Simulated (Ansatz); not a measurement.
Geometry optimisation, RKS r2SCAN/STO-3G in Ansatz 0.2.0.

Input:

```yaml
crystal:
  periodic: [false, false, false]
  atoms:
    - { symbol: C, position_ang: [-1.4668, 0.2348, 0.693] }
    - { symbol: "N", position_ang: [-0.7444, -0.0905, 1.6466] }
    - { symbol: Si, position_ang: [0.8212, -0.5458, 1.0598] }
    - { symbol: C, position_ang: [1.1113, 0.1497, -0.6563] }
    - { symbol: Si, position_ang: [-0.7782, 0.2881, -1.0589] }
    - { symbol: H, position_ang: [-2.5595, 0.6028, 0.8455] }
    - { symbol: H, position_ang: [1.9138, 0.0114, 1.9797] }
    - { symbol: H, position_ang: [0.9554, -2.0096, 1.0353] }
    - { symbol: H, position_ang: [1.5737, -0.5156, -1.288] }
    - { symbol: H, position_ang: [1.5311, 1.1169, -0.6193] }
    - { symbol: H, position_ang: [-1.2481, -0.8607, -1.8369] }
    - { symbol: H, position_ang: [-1.0325, 1.5634, -1.7665] }
basis:
  gaussian: { orbitals: STO-3G }
hamiltonian:
  xc: r2scan
relax:
  f_tol: 0.02
  max_steps: 50
output:
  orbitals: {}
```

Launched with:

```bash
$ ansatz run input.yaml --threads 1 --pin off --max-ram 2048MiB --backend cpu --events-out ev --progress --plain --runs-dir out
```

**Question.** Where does it end, and by what steps?

**Answer.** The run converged. Limits of this set-up: minimal basis. After 11 steps the energy has fallen by 0.973 eV; H11 moved furthest, 0.53 Å.

```tsv
step	energy less start (eV)	largest force component (eV/Å)	accepted
0	0.0000	5.533	yes
1	-0.7453	1.373	yes
2	-0.9153	0.744	yes
3	-0.9198	0.582	yes
4	-0.9498	0.240	yes
5	-0.9644	0.097	yes
6	-0.9684	0.135	yes
7	-0.9704	0.095	yes
8	-0.9714	0.072	yes
9	-0.9722	0.053	yes
10	-0.9725	0.025	yes
11	-0.9726	0.012	yes
```

```xyz
12
Properties=species:S:1:pos:R:3
C -1.524 0.141 0.623
N -0.812 -0.271 1.648
Si 0.945 -0.496 1.143
C 1.001 -0.022 -0.682
Si -0.773 0.441 -1.094
H -2.607 0.308 0.812
H 1.771 0.358 1.972
H 1.315 -1.877 1.377
H 1.353 -0.857 -1.294
H 1.685 0.816 -0.849
H -1.362 -0.417 -2.103
H -0.916 1.820 -1.519
```

The run took 29 s on 1 thread of Intel(R) Xeon(R) 6975P-C (Granite Rapids), on a shared host, peak memory 0.16 GiB.
